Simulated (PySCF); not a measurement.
Electron correlation in Sc (scandium, neutral)

[Ar] 3d2 4s1, high-spin 4F determinant (an excited configuration). All numbers are calculated (PySCF 2.14, scalar relativity by spin-free X2C-1e, in Sapporo-DKH3-DZP-2012 (6s5p3d1f, 43 functions)). Frozen: [Ne]; 11 electrons correlated.

MP2 pair energies summed by pair of shells (mhartree):

| pair | energy | share (%) |
| --- | --- | --- |
| 3p-3p | -122.82 | 57.0 |
| 3p-3d | -36.40 | 16.9 |
| 3s-3p | -21.93 | 10.2 |
| 3p-4s | -10.14 | 4.7 |
| 3s-3s | -6.35 | 2.9 |
| 3d-4s | -6.15 | 2.9 |
| 3s-3d | -5.88 | 2.7 |
| 3d-3d | -5.26 | 2.4 |
| 3s-4s | -0.57 | 0.3 |

Total MP2 correlation energy: -215.49 mhartree.

Same-spin part -71.29 and opposite-spin part -144.20 mhartree; SCS-MP2 scales them by 1/3 and 6/5 to -196.81 mhartree.
